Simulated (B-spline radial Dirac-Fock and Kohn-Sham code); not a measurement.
**K-line shifts caused by a second vacancy in P⁵⁺**

System: phosphorus as P⁵⁺, [He] 2s2 2p6.

Input file task.json (cfg lists n, l and occupation; rrms is the nuclear radius in fm):

```json
{"items": [{
  "Z": 15,
  "q": 5,
  "cfg": [[1, 0, 2], [2, 0, 2], [2, 1, 6]],
  "A": 31,
  "rrms": 3.1889,
  "do": ["binding", "quiet", "double"]
}]}
```

Command: `python xray_run.py task.json out`

The computed values come from a B-spline atomic structure program: ΔSCF Dirac-Fock with Breit, self-energy and vacuum polarisation, finite nucleus, configuration average. Each two-hole energy is an average over J within one jj subconfiguration, not an observable level; in light atoms, where LS coupling holds, the j-resolved values are not observed lines, and for a K spectator the Kα1 hypersatellite is nearly forbidden. Correlation energy is missing from these numbers.

Lines without a spectator: Kα2 (K-L2) 2018.8 eV, Kα1 (K-L3) 2019.7 eV. Shifts in eV with one spectator hole (a dash: not computed, or left out as unreliable):

| spectator hole | Kα2 | Kα1 |
| --- | --- | --- |
| K (1s) | +151.9 | +152.3 |
| L2 (2p1/2) | +11.97 | +14.72 |
| L3 (2p3/2) | +14.40 | +13.59 |

With n spectator holes in 2p, averaged over the 2p shell (energies in eV):

```csv
n,KαLⁿ,step,hypersatellite KαʰLⁿ
0,2019.4,–,2171.5
1,2033.4,+14.0,2187.0
2,2048.9,+15.5,2204.0
3,2065.9,+17.0,2222.4
4,2084.4,+18.5,2242.2
5,2104.3,+19.9,2263.4
```
